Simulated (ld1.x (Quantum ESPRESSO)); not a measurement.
## Building the TM potential for potassium (LDA (PZ), fully relativistic).

potassium, norm-conserving Troullier–Martins (Kleinman–Bylander form), made with ld1.x (Quantum ESPRESSO) 7.5 (LDA (PZ), fully relativistic). Core [Ar], reference 3d0 4s0 4p1. Waves: 4s (bound, empty): rc 2.85 bohr; 3d (bound, empty): rc 4.20 bohr; 4f channel at 0.25 Ry: rc 4.35 bohr; 4p (bound): rc 3.15 bohr. Local part: the p channel. Core correction: Bessel-smoothed model core inside 3.00 bohr.

Open shells are filled in proportion to 2j + 1 (rel_dist='average').

Calculated quality:

| Item | Value |
| --- | --- |
| Cutoffs needed | 6 Ry and 10 Ry (the cutoffs (Ry, on a coarse ladder) from which the occupation-weighted sum of valence levels, in a spherical-Bessel basis at the reference potential, stays within 10 and 1 mRy of its value at 400 Ry) |
| Ghost test | ghost state, extra bound levels that the all-electron valence spectrum of the same l lacks: s at -76.9 eV; a true bound ghost makes a file unfit for plane-wave use (spherical-Bessel basis up to 400 Ry, 20 bohr box) |
| Largest excitation error | -6.1 meV (all-electron minus pseudo) for 3d0 4s1 4p0, out of 4 test configurations |

Generation and tests took about 2 s on one core of a shared server CPU.
